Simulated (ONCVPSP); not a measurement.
## Configuration tests for bromine (ONCV)

ONCVPSP 4.0.1 input, shortened (lines: element, Z, core and valence counts, functional; n l f; lmax; l rc ep ncon nbas qcut; lloc lpopt rc5 dvloc0; l nproj debl; icmod fcfact rcfact), PW91, scalar-relativistic:

```
  Br 35.00    3    5  -109134      upf
    1    0    2.00
    2    0    2.00
    2    1    6.00
    3    0    2.00
    3    1    6.00
    3    2   10.00
    4    0    2.00
    4    1    4.50
    2
    0    0.80    0.00    4    7   12.40
    1    0.95    0.00    4    8   17.80
    2    0.95    0.00    5   10   14.00
    4    5    0.75    0.00
    0    2    1.20
    1    2    3.10
    2    2    2.90
    3    6.40    1.10
```

Energies are relative to the spin-unpolarised reference configuration 3s2 3p6 3d10 4s2 4p4.5; without spin polarisation the order of configurations can differ from experiment.

Task: Give the all-electron excitation energy and the error of the potential for: 3s2 3p6 3d10 4s2 4p5; 3s2 3p6 3d10 4s2 4p4; 3s2 3p6 3d10 4s2 4p3; 3s2 3p6 3d9 4s2 4p6.

Result:

```json
{"valence configuration": "3s2 3p6 3d10 4s2 4p5", "charge": "0", "ΔE all-electron (eV)": "-5.102", "error AE − PS (meV)": "+0.4"}
{"valence configuration": "3s2 3p6 3d10 4s2 4p4", "charge": "+1", "ΔE all-electron (eV)": "7.509", "error AE − PS (meV)": "-0.7"}
{"valence configuration": "3s2 3p6 3d10 4s2 4p3", "charge": "+2", "ΔE all-electron (eV)": "30.341", "error AE − PS (meV)": "-3.2"}
{"valence configuration": "3s2 3p6 3d9 4s2 4p6", "charge": "0", "ΔE all-electron (eV)": "59.271", "error AE − PS (meV)": "+266"}
```
